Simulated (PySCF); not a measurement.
Isomers of C7H8ClF3, one GFN2-xTB conformer each. Single-point energies are computed at PBE0/pcSseg-1 (PySCF, gas phase, no added dispersion term), electronic only.

**Question.** Rank them by PBE0/pcSseg-1 energy, lowest first (kJ/mol).
A. `[F:1][C:2]([F:3])=[C:4]([F:5])[C@@H:6]1[CH2:7][CH2:8][C@H:9]([Cl:10])[CH2:11]1` with C2–C4–C6–C7 -123°, C4–C6–C7–C8 -119°, C6–C7–C8–C9 -27°, C7–C8–C9–Cl10 163°, C8–C9–C11–C6 -40°
B. `[CH2:1]=[CH:2][CH2:3]/[C:4]([Cl:5])=[CH:6]/[CH2:7][C:8]([F:9])([F:10])[F:11]` with C1–C2–C3–C4 -118°, C2–C3–C4–Cl5 -73°, C4–C6–C7–C8 -120°

**Answer.** B (0.0), A (17.2).

GFN2-xTB itself gives, in the same order: 60.6, 0.0. GFN2-xTB puts FC(F)=C(F)[C@@H]1CC[C@H](Cl)C1 lowest instead.

**Question.** Which frontier levels, dipoles and rotational constants go with these structures?

**Answer.** 
```csv
SMILES,"HOMO (eV, PBE0/pcSseg-1)",LUMO (eV),dipole (D),"A, B, C (MHz)"
C=CC/C(Cl)=C/CC(F)(F)F,-7.51,-0.52,2.46,"1708, 437.5, 383.9"
FC(F)=C(F)[C@@H]1CC[C@H](Cl)C1,-7.35,0.44,2.20,"2204, 405.4, 402.9"
```
